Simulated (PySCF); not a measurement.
CBr3, SMILES Br[C](Br)Br, multiplicity 2.

Geometry: PBE-D3(BJ)/def2-SVP. The isomer is the one that the SMILES or the coordinates give; other isomers of the formula were not compared.

Method: PBE/def2-TZVP (PySCF).

Gas-phase values at a fixed geometry.

The total energy comes out as -7759.32207 hartree. The point group is C3v, the α spin, highest occupied and lowest empty level comes out as -5.12 and -2.95 eV and the β spin, highest occupied and lowest empty level is -7.04 and -3.70 eV. The dipole moment is 0.23 D and the quadrupole, principal values (traceless, Buckingham form, about the centre of nuclear charge) is -3.05, 1.52, 1.52 D·Å. The mean static polarisability is 74.5 bohr³ (11.04 Å³), the polarisability, principal values is 47.4, 88.0, 88.0 bohr³ and the ⟨S²⟩ comes out as 0.753 (pure state 0.75).
